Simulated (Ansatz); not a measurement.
Ansatz (a quantum-chemistry and plane-wave program) input (CCSD(T)/aug-cc-pVDZ):

Ansatz 0.2 input:
```yaml
crystal:
  periodic: [false, false, false]
  atoms:
    - {symbol: C, position_ang: [-1.65624099, 0.25635094, 0.23829498]}
    - {symbol: C, position_ang: [-1.20877389, -1.16841081, -0.19828363]}
    - {symbol: C, position_ang: [0.29731063, -1.05636277, -0.49575805]}
    - {symbol: C, position_ang: [0.76405910, 0.13537182, 0.34133307]}
    - {symbol: C, position_ang: [-0.38829277, 1.12663905, 0.17316214]}
    - {symbol: N, position_ang: [2.03897338, 0.67755058, -0.12134043]}
    - {symbol: H, position_ang: [-2.05448280, 0.23281522, 1.25398859]}
    - {symbol: H, position_ang: [-2.44727127, 0.65223509, -0.39866142]}
    - {symbol: H, position_ang: [-1.38960236, -1.88420346, 0.60528710]}
    - {symbol: H, position_ang: [-1.76323291, -1.52578354, -1.06605464]}
    - {symbol: H, position_ang: [0.47139800, -0.81412684, -1.54746048]}
    - {symbol: H, position_ang: [0.84420066, -1.97485368, -0.27328702]}
    - {symbol: H, position_ang: [0.79618967, -0.17835412, 1.39810062]}
    - {symbol: H, position_ang: [-0.37975170, 1.92228310, 0.92088214]}
    - {symbol: H, position_ang: [-0.28515642, 1.59478723, -0.80931578]}
    - {symbol: H, position_ang: [2.30913092, 1.48089444, 0.43513974]}
    - {symbol: H, position_ang: [2.77739211, -0.01007691, -0.02172696]}
basis:
  gaussian:
    orbitals: aug-cc-pVDZ
magnetization: {spin_polarized: false}
correlation: {method: ccsd_t, electrons: outside_noble_gas}
output: {forces: true}
```

End of the output:

```
cycle   3  -26.80343936 eV  change   -1.1e-1 eV  update   1.2e-2
cycle   4  -26.80199817 eV  change    1.4e-3 eV  update   2.9e-3
cycle   5  -26.80277986 eV  change   -7.8e-4 eV  update   1.2e-3
cycle   6  -26.80307613 eV  change   -3.0e-4 eV  update   3.6e-4
cycle   7  -26.80290640 eV  change    1.7e-4 eV  update   1.6e-4
cycle   8  -26.80287055 eV  change    3.6e-5 eV  update   5.8e-5
cycle   9  -26.80287103 eV  change   -4.8e-7 eV  update   2.3e-5
cycle  10  -26.80286349 eV  change    7.5e-6 eV  update   8.4e-6
perturbative correction -0.94375060 eV, -0.0346821950 hartree
the calculation of the forces begins
1.16 GiB of device memory are held for the factors and their scratch space
Total energy: -6836.63087849 eV, -251.2415507498 hartree
Atom 0 at    -1.656241     0.256351     0.238295 Å, force     0.032350    -0.042363    -0.017106 eV/Å
Atom 1 at    -1.208774    -1.168411    -0.198284 Å, force     0.001924     0.054515     0.012579 eV/Å
Atom 2 at     0.297311    -1.056363    -0.495758 Å, force     0.020579    -0.001465    -0.002482 eV/Å
Atom 3 at     0.764059     0.135372     0.341333 Å, force    -0.021610    -0.041746     0.114088 eV/Å
Atom 4 at    -0.388293     1.126639     0.173162 Å, force     0.016002     0.013106     0.001983 eV/Å
Atom 5 at     2.038973     0.677551    -0.121340 Å, force    -0.041951     0.147769    -0.525238 eV/Å
Atom 6 at    -2.054483     0.232815     1.253989 Å, force    -0.162766    -0.010571     0.467013 eV/Å
Atom 7 at    -2.447271     0.652235    -0.398661 Å, force    -0.349999     0.178589    -0.298945 eV/Å
Atom 8 at    -1.389602    -1.884203     0.605287 Å, force    -0.066033    -0.318573     0.372635 eV/Å
Atom 9 at    -1.763233    -1.525784    -1.066055 Å, force    -0.246284    -0.151646    -0.400136 eV/Å
Atom 10 at     0.471398    -0.814127    -1.547460 Å, force     0.069701     0.137873    -0.469895 eV/Å
Atom 11 at     0.844201    -1.974854    -0.273287 Å, force     0.249810    -0.408126     0.107939 eV/Å
Atom 12 at     0.796190    -0.178354     1.398101 Å, force     0.005032    -0.126448     0.417818 eV/Å
Atom 13 at    -0.379752     1.922283     0.920882 Å, force     0.010939     0.352454     0.340997 eV/Å
Atom 14 at    -0.285156     1.594787    -0.809316 Å, force     0.054951     0.184839    -0.455504 eV/Å
Atom 15 at     2.309131     1.480894     0.435140 Å, force     0.127559     0.290104     0.251150 eV/Å
Atom 16 at     2.777392    -0.010077    -0.021727 Å, force     0.299796    -0.258310     0.083104 eV/Å
Dipole moment:     0.027012    -0.065999     0.243071 e Å
```
